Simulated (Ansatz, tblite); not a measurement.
Two members of one family (Same ligands, another metal), computed with Ansatz in the gas phase. The two geometries come from different levels. HOMO and LUMO are taken over both spins. Binding counts from free atoms in the multiplicity of their measured ground term, without zero-point energy. The spins of the ions were chosen, not always searched. A dash marks a value that wasn't run or was left out as unsound. The structures are stationary points that may keep the symmetry of their start. Remarks come from the PBE and PBE0 runs and from stability tests at other levels; not every state was tested. A HOMO above zero means that the electron is unbound at that level and held by the basis, or that self-interaction error raises the level; the energy of removing that electron tells which.

First: CrCl3 (quartet, charge 0, B3LYP-D4/def2-SVP geometry; reduced ion quintet).

```
atom   x (Å)   y (Å)   z (Å)
 Cr1   0.022  -0.046   0.041
 Cl2  -2.015  -0.359   0.622
 Cl3   1.183   1.472   1.005
 Cl4   0.810  -1.067  -1.668
```

| level | HOMO (eV) | LUMO (eV) | gap (eV) | vertical EA (eV) | binding per atom (eV) |
| --- | --- | --- | --- | --- | --- |
| PBE-D4/def2-SVP | -6.36 | -5.40 | 0.95 | – | 2.87 |
| PBE-D4/def2-TZVPD | -6.53 | -5.56 | 0.96 | 2.58 | 2.86 |
| r2SCAN-D4/def2-TZVP | -7.08 | -5.76 | 1.31 | – | 2.73 |
| r2SCAN-D4/def2-TZVPD | -7.10 | -5.79 | 1.31 | 2.95 | 2.73 |
| PBE0-D4/def2-TZVP | -8.73 | -4.88 | 3.86 | – | 2.60 |

Metal–donor distances: 3 × Cl 2.14 Å. Remarks: spin-contaminated (⟨S²⟩ up to 1.76) (doublet), HOMO above zero (-1 quintet).

Second: FeCl3 (sextet, charge 0, r2SCAN-D4/def2-SVP geometry; reduced ion quintet).

```
atom    x (Å)    y (Å)    z (Å)
 Fe1  -0.0033  -0.0075  -0.0037
 Cl2   1.1483  -1.1962   1.3596
 Cl3  -1.9767   0.6362   0.5376
 Cl4   0.8318   0.5675  -1.8936
```

Q: What does the change do? Estimate second minus first.

A: 
| level | Δ HOMO (eV) | Δ LUMO (eV) | Δ gap (eV) | Δ vertical EA (eV) | Δ binding per atom (eV) |
| --- | --- | --- | --- | --- | --- |
| PBE-D4/def2-SVP | -0.67 | -0.78 | -0.10 | – | 0.14 |
| PBE-D4/def2-TZVPD | -0.84 | -0.92 | -0.08 | 0.90 | 0.05 |
| r2SCAN-D4/def2-TZVP | -0.86 | -0.48 | 0.38 | – | 0.19 |
| r2SCAN-D4/def2-TZVPD | -0.88 | -0.49 | 0.39 | 0.64 | 0.19 |
| PBE0-D4/def2-TZVP | -0.42 | -0.23 | 0.19 | – | 0.12 |

Metal–donor distances: 3 × Cl 2.14 Å. The relaxed quartet lies at 0.42 eV (BLYP-D4/def2-TZVP) to 0.94 eV (r2SCANh-D4/def2-TZVP) from the sextet. Remarks: spin-contaminated (⟨S²⟩ up to 2.34) (doublet), spin-contaminated (⟨S²⟩ up to 4.07) (quartet).
